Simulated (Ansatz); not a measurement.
`Sc1cnc(-c2cnc(-c3cnc(-c4cnc(-c5cnc(-c6cnc(S)s6)s5)s4)s3)s2)s1`. Total charge 0; singlet. Geometry PBE-D4/def2-SVP.

Cartesian coordinates in Å:
```
S 3.4219 -9.3962 -6.0558
C 3.7576 -7.7378 -5.5714
C 4.8682 -6.9841 -5.9460
N 4.9270 -5.7184 -5.4535
C 3.8892 -5.4362 -4.6905
C 3.6858 -4.1681 -4.0338
C 4.5283 -3.0519 -4.0905
N 4.1336 -1.9633 -3.3903
C 2.9863 -2.1743 -2.7650
C 2.3282 -1.1902 -1.9443
C 2.7776 0.1082 -1.6803
N 1.9924 0.8631 -0.8763
C 0.9147 0.2012 -0.4842
C -0.1020 0.7450 0.3745
C -1.2810 0.1782 0.8662
N -2.0397 0.9641 1.6671
C -1.4863 2.1601 1.8269
C -2.0647 3.2079 2.6257
C -1.6144 4.5031 2.8900
N -2.3981 5.2621 3.6945
C -3.4759 4.5920 4.0819
C -4.4896 5.1443 4.9423
C -5.6654 4.5917 5.4415
N -6.4216 5.3919 6.2453
C -5.8541 6.5725 6.3858
S -6.5161 7.8876 7.3474
S -4.3284 6.7886 5.5326
S -3.5809 2.9437 3.4544
S 0.0446 2.3804 0.9713
S 0.8146 -1.4541 -1.1159
S 2.3132 -3.7952 -3.0239
S 2.7342 -6.7806 -4.5355
H 2.2466 -9.5152 -5.3781
H 5.6685 -7.3598 -6.6006
H 5.4619 -3.0485 -4.6702
H 3.7147 0.5032 -2.0967
H -1.6072 -0.8479 0.6366
H -0.6792 4.9193 2.4846
H -6.0024 3.5669 5.2226
H -7.6021 7.1468 7.7114
```

Single mean-field runs in def2-SVP are fitted with def2-universal-jkfit.

Estimate the orbital energies around the gap (eV) in Ansatz with PBE-D4/def2-SVP, r2SCAN-D4/def2-SVP, PBE0-D4/def2-SVP.


| orbital | PBE-D4/def2-SVP | r2SCAN-D4/def2-SVP | PBE0-D4/def2-SVP |
| --- | --- | --- | --- |
| HOMO−9 | -6.98 | -7.39 | -8.43 |
| HOMO−8 | -6.86 | -7.32 | -8.34 |
| HOMO−7 | -6.85 | -7.20 | -8.26 |
| HOMO−6 | -6.71 | -7.17 | -8.20 |
| HOMO−5 | -6.60 | -7.05 | -8.15 |
| HOMO−4 | -6.50 | -6.97 | -8.07 |
| HOMO−3 | -6.39 | -6.71 | -7.53 |
| HOMO−2 | -5.87 | -6.15 | -6.91 |
| HOMO−1 | -5.34 | -5.59 | -6.29 |
| HOMO | -5.01 | -5.21 | -5.84 |
| LUMO | -3.46 | -3.55 | -3.02 |
| LUMO+1 | -2.93 | -2.98 | -2.37 |
| LUMO+2 | -2.35 | -2.37 | -1.67 |
| LUMO+3 | -1.89 | -1.79 | -1.02 |
| LUMO+4 | -1.81 | -1.79 | -1.00 |
| LUMO+5 | -1.27 | -1.22 | -0.39 |
